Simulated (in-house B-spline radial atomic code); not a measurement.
Response of the tungsten ion W⁶⁺ as one setting changes: the share of exact exchange in a PBE hybrid. A dash marks a strongly mixed or unbound state. Computed with an all-electron radial atomic-structure program (B-spline basis): linear response of the closed shell [Xe] 4f14 with the functional's adiabatic kernel; scalar-relativistic (spin-free one-electron X2C), finite nucleus, no spin-orbit coupling, no double excitations, S, P, D and F terms only; shells from n = 3 respond. Only terms of natural parity with L up to 3 were computed.

Spin-orbit coupling is strong here, so these LS terms don't match observed levels.

```tsv
share of exact exchange in a PBE hybrid	lowest 1P (eV)	lowest 3P, Tamm-Dancoff (eV)	minus highest occupied level (eV)	α (bohr³)
0	4f → 5d 39.84	4f → 5d 37.38	109.11	2.046
0.1	4f → 5d 40.33	4f → 5d 37.85	110.96	2.042
0.2	4f → 5d 40.81	4f → 5d 38.32	112.82	2.039
0.3	4f → 5d 41.30	4f → 5d 38.79	114.69	2.035
0.4	?	?	?	?
0.5	4f → 5d 42.25	4f → 5d 39.73	118.47	2.029
0.6	4f → 5d 42.72	4f → 5d 40.18	120.36	2.026
0.7	?	?	?	?
0.8	4f → 5d 43.65	4f → 5d 41.07	124.19	2.02
0.9	4f → 5d 44.11	4f → 5d 41.48	125.25	2.017
1	4f → 5d 44.56	-	126.27	2.015
```

Question: What belongs in the row for 0.4?

Answer: lowest 1P (eV): 4f → 5d 41.78; lowest 3P, Tamm-Dancoff (eV): 4f → 5d 39.26; minus highest occupied level (eV): 116.57; α (bohr³): 2.032.

Question: What belongs in the row for 0.7?

Answer: lowest 1P (eV): 4f → 5d 43.19; lowest 3P, Tamm-Dancoff (eV): 4f → 5d 40.63; minus highest occupied level (eV): 122.27; α (bohr³): 2.023.
